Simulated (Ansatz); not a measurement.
`CB(S)CF` + `[OH][GeH]([SiH3])[SH]` → `CB([SiH3])S` + `[OH][GeH]([SH])[CH2]F`  (redistribution)

Computed with Ansatz on PBE0-D4/def2-TZVP structures; ΔE is electronic, products minus reactants. CBS: MP2 limit from def2 TZ/QZ plus the TZ coupled-cluster correction, frozen cores. Functionals use def2-TZVPP. B3LYP here is the variant with VWN-RPA as its local correlation; programs differ in this. For Ge outer-core shells are correlated without core-valence functions, which leaves a few kJ/mol of doubt a bond. Scalar relativity is left out up to krypton. Each species was taken in one conformer, which may not be the lowest.

`CB(S)CF`:

Cartesian coordinates in Å:
```
C -0.902 -0.443 -1.178
B 0.276 -0.022 -0.251
S 1.934 0.058 -0.926
C 0.049 0.334 1.266
F -1.284 0.241 1.650
H -1.658 0.350 -1.185
H -0.620 -0.669 -2.207
H -1.408 -1.315 -0.750
H 2.595 0.447 0.180
H 0.388 1.354 1.486
H 0.629 -0.336 1.914
```

`[OH][GeH]([SiH3])[SH]`:

Z-matrix (Å, degrees):
```
Ge
Si 1 2.379
S 1 2.229 2 111.8
O 1 1.785 2 104.9 3 -119.4
H 1 1.543 2 116.9 3 118.2
H 2 1.485 1 108.2 3 52.0
H 2 1.485 1 108.6 3 -66.9
H 2 1.485 1 110.6 3 172.5
H 3 1.343 1 94.3 2 -49.0
H 4 0.961 1 112.1 2 169.6
```

`CB([SiH3])S`:

Cartesian coordinates in Å:
```
C -1.064 0.796 -0.665
B 0.251 0.351 0.052
Si 0.564 -1.577 0.580
S 1.571 1.465 0.465
H -1.934 0.528 -0.055
H -1.186 0.237 -1.601
H -1.122 1.863 -0.894
H 1.875 -1.800 1.248
H 0.503 -2.451 -0.628
H -0.513 -2.031 1.506
H 1.056 2.619 -0.007
```

`[OH][GeH]([SH])[CH2]F`:

Cartesian coordinates in Å:
```
O -0.054 0.350 1.902
Ge -0.004 -0.497 0.342
S -2.044 -0.716 -0.504
C 1.007 0.563 -0.978
F 0.342 1.753 -1.222
H -0.578 1.154 1.855
H 0.651 -1.846 0.663
H -2.434 -1.577 0.451
H 1.111 0.021 -1.922
H 2.002 0.794 -0.587
```

Q: Is it downhill or uphill in electronic energy at CCSD(T)/CBS, and by how much? (Best estimate.)

A: Ansatz gave: Uphill: ΔE = +55.0 kJ/mol.

Q: What do these levels give: PBE0-D4, B3LYP-D4, ωB97M-V, B2PLYP, r2SCAN, MP2/def2-TZVPP, SCS-MP2/def2-TZVPP, HF/def2-QZVPP, MP2/def2-QZVPP, HF/CBS(def2), MP2/CBS(def2), CCSD/CBS(def2)? (Estimate.)

A: The calculation gave: PBE0-D4 57.5, B3LYP-D4 57.7, ωB97M-V 58.1, B2PLYP 56.6, r2SCAN 57.9, MP2/def2-TZVPP 53.1, SCS-MP2/def2-TZVPP 52.6, HF/def2-QZVPP 61.8, MP2/def2-QZVPP 54.9, HF/CBS(def2) 61.8, MP2/CBS(def2) 56.2, CCSD/CBS(def2) 56.8 kJ/mol.

Largest T1 diagnostic among the species: 0.014.

In def2-TZVPP, CCSD(T) changes the Hartree–Fock value by −9.6 kJ/mol (the triples alone add −1.8 kJ/mol) and MP2 by −8.5 kJ/mol.
